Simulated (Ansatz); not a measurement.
```yaml
crystal:
  periodic: [false, false, false]
  atoms:
    - {symbol: O, position_ang: [1.596162, -1.062421, 0.534838]}
    - {symbol: Si, position_ang: [0.252067, -0.724470, -0.158560]}
    - {symbol: O, position_ang: [-0.958035, -1.613685, 0.569191]}
    - {symbol: F, position_ang: [-0.020289, -1.091444, -1.633662]}
    - {symbol: Si, position_ang: [-0.054395, 1.646119, -0.050314]}
    - {symbol: Cl, position_ang: [-2.012141, 1.943671, -0.815226]}
    - {symbol: H, position_ang: [1.676670, -2.030049, 0.872200]}
    - {symbol: H, position_ang: [-1.928417, -1.480027, 0.195873]}
    - {symbol: H, position_ang: [0.139069, 2.089449, 1.379973]}
    - {symbol: H, position_ang: [0.825940, 2.263569, -1.085449]}
basis:
  gaussian: {orbitals: cc-pVTZ-DK}
hamiltonian: {xc: {name: HF}}
correlation: {method: mp2, frozen_orbitals: {O: 9}}
```

```sh
$ ansatz run in.yaml --threads 4 --pin off --events-out ev --progress --plain --max-ram 10444MiB
```

Output, abridged:

```
Functional definition: HF
Error: "frozen_orbitals" has no count for Si
```

Question: Something in this input is off. What?

Answer: Frozen orbitals are typed for one element alone, and the program wants a count for each. The input was rejected before any iteration.
